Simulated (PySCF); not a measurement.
Al(Cl)(OH)(OSiH3) (AlClH4O2Si), SMILES [OH][Al]([Cl])[O][SiH3]. Geometry optimised at PBE-D3(BJ)/def2-SVP. The structure was generated by enumeration; whether it is a known compound was not checked. Other conformers were not sampled.

Computed equilibrium geometry at PBE-D3(BJ)/def2-SVP (PySCF confirms it by a frequency run) as a Z-matrix, and its point group (one conformer of several):
point group Cs.
```
O
Si 1 1.6670
Al 1 1.7013 2 156.85
O 3 1.7046 1 122.16 2 180.00
H 4 0.9702 3 121.59 1 0.00
H 2 1.5043 1 109.52 3 -120.29
H 2 1.5043 6 108.94 1 119.77
H 2 1.5057 6 108.94 7 118.73
Cl 3 2.0965 1 120.88 2 0.00
```
Charge 0, spin multiplicity 1.
